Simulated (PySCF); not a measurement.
## Excitation energy of Sn²⁺ by level of theory

Sn²⁺ [Kr] 4d10 5s2 (1S) → Sn²⁺ [Kr] 4d10 5s1 5d1 (3D), as a difference of total energies. Calculation: PySCF 2.14, in aug-cc-pVDZ-PP with ECP28MDF; scalar relativity through the core potential. Correlated levels: valence: 4s2 4p6 4d10 frozen. The calculations carry no spin-orbit coupling.

```
           method  excitation energy (eV)
              UHF                  16.059
              LDA                  17.608
              PBE                  17.096
             PBE0                  16.981
           r2SCAN                  17.048
             PW91                  17.158
             TPSS                  16.914
             BLYP                  17.304
    MP2 (valence)                  16.624
SCS-MP2 (valence)                  16.766
```

**Question.** How much does correlation contribute at MP2 (valence)?

**Answer.** 16.624 − (16.059) = 0.565 eV, measured against UHF.

The promoted electron is Rydberg-like, and one or two diffuse shells describe it only roughly, which tends to raise the upper state.
